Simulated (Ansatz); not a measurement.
ClGeH5Si2 (`Cl[SiH]1[SiH2][GeH2]1`). Total charge 0; spin multiplicity 1. The geometry is a stationary point of PBE0-D4/def2-TZVP.

```xyz
9

Cl    2.301   -0.346   -1.936
Si    1.203   -0.473   -0.203
Si   -0.138    1.263    0.547
Ge   -1.145   -0.802   -0.161
H     1.957   -1.228    0.827
H    -0.387    2.364   -0.416
H    -0.102    1.729    1.957
H    -1.725   -1.811    0.836
H    -1.962   -0.697   -1.451
```

**Question.** What is the dipole moment at ωB97M-V/def2-TZVPP? (Estimate.)

**Answer.** Computed: 1.20 D, with components (-0.73, 0.10, 0.95) D in this frame, pointing from negative to positive charge.

**Question.** And with PBE, r2SCAN, B3LYP? (Estimate.)

**Answer.** Ansatz gave: PBE 1.14 D, r2SCAN 1.18 D, B3LYP 1.21 D.

**Question.** Give the Mulliken charges with ωB97M-V, PBE, r2SCAN in def2-TZVPP. (Best estimate.)

**Answer.** Computed: 
```
atom  ωB97M-V    PBE  r2SCAN
 Cl1    -0.19  -0.20   -0.23
 Si2     0.20   0.22    0.29
 Si3     0.00   0.02    0.08
 Ge4    -0.08   0.03   -0.01
  H5     0.00  -0.04   -0.06
  H6     0.01  -0.02   -0.04
  H7    -0.01  -0.03   -0.06
  H8     0.04   0.01    0.01
  H9     0.04   0.01    0.01
```

B3LYP here is the variant with VWN-RPA as its local correlation; programs differ in this.
